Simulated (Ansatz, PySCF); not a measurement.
Gas-phase reaction R1 → P1, each structure at its B3LYP-D3(BJ)/def2-TZVP stationary point, reached from a drawn start; harmonic modes at that level show minima.
R1, C2H4F2 (SMILES FCCF) (charge 0, multiplicity 1):
```xyz
8

F     -1.354     0.849    -0.751
C     -0.744    -0.108     0.053
C      0.752    -0.007    -0.044
F      1.210     1.136     0.603
H     -1.069    -1.095    -0.290
H     -1.076     0.054     1.080
H      1.211    -0.875     0.437
H      1.069     0.046    -1.088
```
P1, C2H4F2 (SMILES FCCF) (charge 0, multiplicity 1):
```xyz
8

F     -1.3695     0.8808    -0.7215
C     -0.7497    -0.0833     0.0698
C      0.7498     0.0833    -0.0699
F      1.3695    -0.8804     0.7220
H     -1.0679    -1.0689    -0.2742
H     -1.0653     0.0640     1.1041
H      1.0655    -0.0645    -1.1040
H      1.0678     1.0691     0.2738
```

P less R. No zero-point or thermal terms. One arrangement of each flexible species, with no search for the lowest.

Frozen-core correlation throughout. CBS: X⁻³ extrapolation of the correlation energy, Hartree–Fock from the larger set.

Run with Ansatz (a first-principles code) with Gaussian orbitals; PySCF for the D3/D4 terms. Each number belongs to the level named beside it.

The comparison value is 0.76 kcal/mol (CCSD(T)/CBS(cc-pVTZ, cc-pVQZ)). It is a level with limits of its own, not the exact answer.

Order these levels by how close they come to the comparison value for the reaction energy, closest first: BHLYP/def2-TZVPP, BLYP-D3(BJ)/def2-TZVPP, PBE/def2-TZVPP. Give each level's value less the comparison value.

BHLYP/def2-TZVPP (0.00 kcal/mol), BLYP-D3(BJ)/def2-TZVPP (0.28 kcal/mol), PBE/def2-TZVPP (0.55 kcal/mol)
